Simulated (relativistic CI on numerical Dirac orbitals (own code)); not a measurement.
**What each ingredient does to the levels of Rh43+**

Base calculation: Dirac-Coulomb-Breit CI, separate exchange-only KLI orbitals for each configuration, a model potential for QED, unscaled Slater integrals.

Configuration list: 1s2, 1s 2s, 1s 2p, 1s 3s, 1s 3p, 1s 3d, 1s 4s, 1s 4p, 1s 4d, 1s 4f, 1s 5s, 1s 5p, 1s 5d, 1s 5f, 1s 5g, 1s 6s, 1s 6p, 1s 6d. Levels of other configurations are missing.

Variants: (1) P86 correlation estimate; (2) Breit term removed. Shifts of the energy above 1s2 1S_0, in eV, for the lowest level and the first level of each name with at least 55 % of one term (blank where a level changes its place among those of its configuration and J or its character, or is not in the variant):

```
      Level     Base  Δ(1)   Δ(2)
   1s2 1S_0      0.0   0.0    0.0
 1s 2s 3S_1  20594.0  +1.9  +33.4
1s 2p 3P°_0  20655.6  +1.9  +20.9
1s 2p 3P°_1  20655.9  +1.9  +32.4
 1s 2s 1S_0  20658.6  +1.9  +26.8
1s 2p 3P°_2  20830.2  +1.9  +32.7
1s 2p 1P°_1  20859.5  +1.9  +31.2
 1s 3s 3S_1  24456.0  +2.2  +33.4
1s 3p 3P°_0  24472.9  +2.2  +30.0
1s 3p 3P°_1  24473.0  +2.2  +33.1
 1s 3s 1S_0  24473.2  +2.2  +31.5
1s 3p 3P°_2  24524.8  +2.2  +33.2
 1s 3d 3D_2  24532.0  +2.2  +33.7
 1s 3d 3D_1  24532.8  +2.2  +32.7
1s 3p 1P°_1  24533.1  +2.2  +32.7
 1s 3d 3D_3  24549.1  +2.2  +33.6
 1s 3d 1D_2  24550.0  +2.2  +33.0
 1s 4s 3S_1  25793.0  +2.5  +33.4
1s 4p 3P°_0  25799.9  +2.5  +32.0
1s 4p 3P°_1  25800.0  +2.5  +33.3
 1s 4s 1S_0  25800.0  +2.5  +32.6
1s 4p 3P°_2  25821.8  +2.5  +33.3
```

At this charge energies of transitions that change n are usually good to better than 1 %, and those within a shell (Δn = 0) to a few per cent.

Ionisation energy from the two ground configurations alone: base 27484.7 eV; Breit term removed 27518.1 eV. The NIST ASD value (theoretical) is 27487 eV.

LS names give the leading component of a level, which can be under half, so a name can repeat, a term be missing and a line seem to break the LS rules.
